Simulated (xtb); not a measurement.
C$_{2}$H$_{2}$N$_{3}$ (SMILES [c]1ncn[nH]1), doublet, geometry from GFN2-xTB; xtb with GFN0-xTB with ALPB(water).

xtb was given this input:
```
$ xtb mol.xyz --gfn 0 --uhf 1 --alpb water --json

# file mol.xyz
7

C     -0.60350757    -0.82796458    -0.48881943
N      0.68981498    -0.87913391    -0.50636726
C      1.03177486     0.24989577     0.15562002
N      0.00120577     0.96304564     0.56190122
N     -1.06411527     0.25387661     0.13799864
H      2.04740336     0.53679080     0.33267363
H     -2.00534541     0.56710358     0.31179463
```

**Question.** Write the output that xtb gives for this input, abridged.

**Answer.** 
```
   ID    Z sym.   atoms
    1    6 C      1, 3
    2    7 N      2, 4, 5
    3    1 H      6, 7

           -------------------------------------------------
          |                Calculation Setup                |
           -------------------------------------------------

           -------------------------------------------------
          |                 G F N 0 - x T B                 |
           -------------------------------------------------

      * Solvation model:               ALPB
        Solvent                        water
        Parameter file                 internal GFN-FF/ALPB
        Dielectric constant                8.0200E+01
        Reference state                gsolv [1 M gas/solution]
        Free energy shift                  3.6494E-04 Eh       2.2900E-01 kcal/mol
        Temperature                        2.9815E+02 K
        Density                            1.0000E+00 kg/L
        Solvent mass                       1.8000E+01 g/mol
        Interaction kernel             P16
        Born radius scaling (c1)           1.5056E+00
        Born radii integrator          GBOBC
        Born offset                        0.0000E+00 a0       0.0000E+00 AA
        H-bond correction              true
        Ion screening                  false
        Surface tension                    1.0000E-05 Eh       1.5569E+01 dyn/cm
        Grid points                               230 per atom

          ...................................................
          :                      SETUP                      :
          :.................................................:
          :  # basis functions                  24          :
          :  # atomic orbitals                  24          :
          :  # shells                           14          :
          :  # electrons                        25          :
          :  electronic temp.          300.0000000     K    :
          :  accuracy                    1.0000000          :
          :  -> integral cutoff          0.2500000E+02      :
          :  -> integral neglect         0.1000000E-07      :
          ...................................................

         :::::::::::::::::::::::::::::::::::::::::::::::::::::
         ::                     SUMMARY                     ::
         :::::::::::::::::::::::::::::::::::::::::::::::::::::
         :: total energy             -14.069798484581 Eh    ::
         :: total w/o Gsasa/hb       -14.064877568598 Eh    ::
         :: gradient norm              0.050632506160 Eh/a0 ::
         :: HOMO-LUMO gap              3.751099893182 eV    ::
         ::.................................................::
         :: H0 energy                -14.064954425078 Eh    ::
         :: repulsion energy           0.163712892740 Eh    ::
         :: electrostat energy        -0.118770152790 Eh    ::
         :: -> Gsolv                   0.000000000000 Eh    ::
         ::    -> Gsasa               -0.005285855239 Eh    ::
         ::    -> Gshift               0.000364939255 Eh    ::
         :: dispersion energy         -0.001662027066 Eh    ::
         :: short-range corr.         -0.048124772389 Eh    ::
         :: add. restraining           0.000000000000 Eh    ::
         :: total charge               0.000000000000 e     ::
         :::::::::::::::::::::::::::::::::::::::::::::::::::::

           -------------------------------------------------
          |                Property Printout                |
           -------------------------------------------------

    * Orbital Energies and Occupations

         #    Occupation            Energy/Eh            Energy/eV
      -------------------------------------------------------------
         1        2.0000           -0.7501864             -20.4136
         2        2.0000           -0.7052912             -19.1920
         3        2.0000           -0.6835742             -18.6010
         4        2.0000           -0.6118607             -16.6496
         5        2.0000           -0.6031047             -16.4113
         6        2.0000           -0.5700610             -15.5122
         7        2.0000           -0.5434546             -14.7882
         8        2.0000           -0.5288570             -14.3909
         9        2.0000           -0.4836783             -13.1616
        10        2.0000           -0.4633678             -12.6089
        11        2.0000           -0.4523224             -12.3083
        12        2.0000           -0.4371660             -11.8959
        13        1.0000           -0.3991059             -10.8602 (HOMO)
        14                         -0.2612555              -7.1091 (LUMO)
        15                         -0.2350610              -6.3963
        16                         -0.1419308              -3.8621
        17                         -0.1085437              -2.9536
        18                          0.0045184               0.1230
        19                          0.1138662               3.0985
        20                          0.1835381               4.9943
        21                          0.1924537               5.2369
        22                          0.3025532               8.2329
        23                          0.3981292              10.8336
        24                          0.4560055              12.4085
      -------------------------------------------------------------
                  HL-Gap            0.1378504 Eh            3.7511 eV
             Fermi-level            0.0000000 Eh            0.0000 eV

     #   Z          covCN         q      C6AA      α(0)
     1   6 C        2.294     0.717    17.508     6.777
     2   7 N        1.897    -0.865    48.331    10.346
     3   6 C        3.300     0.853    14.440     6.076
     4   7 N        2.025    -0.519    34.385     8.735
     5   7 N        2.990    -0.732    38.736     9.319
     6   1 H        0.927    -0.005     3.154     2.777
     7   1 H        0.860     0.552     0.280     0.828

 Mol. C6AA /au·bohr⁶  :        858.807757
 Mol. C8AA /au·bohr⁸  :      19676.053461
 Mol. α(0) /au        :         44.859084

Wiberg/Mayer (AO) data.
largest (>0.10) Wiberg bond orders for each atom

 ---------------------------------------------------------------------------
     #   Z sym  total        # sym  WBO       # sym  WBO       # sym  WBO
 ---------------------------------------------------------------------------
     1   6 C    3.186 --     2 N    1.465     5 N    1.449     4 N    0.170
     2   7 N    2.913 --     1 C    1.465     3 C    1.263
     3   6 C    3.930 --     4 N    1.530     2 N    1.263     6 H    0.965
     4   7 N    2.952 --     3 C    1.530     5 N    1.141     1 C    0.170
     5   7 N    3.709 --     1 C    1.449     4 N    1.141     7 H    0.939
     6   1 H    1.000 --     3 C    0.965
     7   1 H    0.987 --     5 N    0.939
 ---------------------------------------------------------------------------

Topologies differ in total number of bonds
Writing topology from bond orders to xtbtopo.mol

 dipole moment from electron density (au)
     X       Y       Z
  -1.6089   0.3700   0.2006  total (Debye):    4.227

           -------------------------------------------------
          | TOTAL ENERGY              -14.069798484581 Eh   |
          | GRADIENT NORM               0.050632506160 Eh/α |
          | HOMO-LUMO GAP               3.751099893182 eV   |
           -------------------------------------------------

normal termination of xtb
```
